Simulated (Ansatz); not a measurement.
Ideal-gas functions of CH3FO2Si (`O=CO[SiH2]F`) at 600 K and 1 bar, from an Ansatz frequency run at PBE0-D4/def2-TZVP.

Molar mass 94.12 g/mol, point group C1 (symmetry number 1), electronic degeneracy 1, moments of inertia 62.153, 172.872, 205.029 u Å². Harmonic wavenumbers (cm⁻¹, unscaled): 85, 146, 187, 342, 640, 728, 747, 809, 890, 941, 973, 1059, 1215, 1393, 1830, 2295, 2306, 3065.

Use S(trans) = R[1.5 ln M + 2.5 ln T − 1.1517]; rotational temperatures θ = 24.2544 K / I; S(rot) = R[ln(√π/σ · √(T³/θAθBθC)) + 1.5]; for each mode x = 1.438777 ν̃/T, S = R[x/(eˣ − 1) − ln(1 − e⁻ˣ)] and H = RT x/(eˣ − 1); 1 cm⁻¹ = 0.0119627 kJ/mol; R = 8.31446 J/(mol·K).

Problem. By hand: the entropy, in J/(mol·K).

Solution. Translation 180.1. Rotation: θ = 0.3902, 0.1403, 0.1183 K, giving 118.0. Vibration, mode by mode: 21.55, 17.08, 15.05, 10.19, 5.52, 4.66, 4.50, 4.00, 3.43, 3.11, 2.93, 2.49, 1.85, 1.32, 0.56, 0.22, 0.22, 0.04, in all 98.7. Electronic 0.0. Sum 396.8 J/(mol·K).

Problem. By hand: H − E and G − E in kJ/mol, counted from the electronic energy.

Solution. Zero-point energy ½ × 19651 × 0.0119627 = 117.5; thermal vibration 30.2; translation, rotation and pV give 4 RT = 20.0. H − E = 167.7 kJ/mol, and G − E = 167.7 − 600 × 396.8/1000 = -70.4 kJ/mol.

Vibration gives 25 % of the entropy, 38.6 J/(mol·K) of it from the modes under 150 cm⁻¹: soft modes count most, and the harmonic formula is weakest for them. The sum counts one conformer and one mirror image; others add a mixing term.
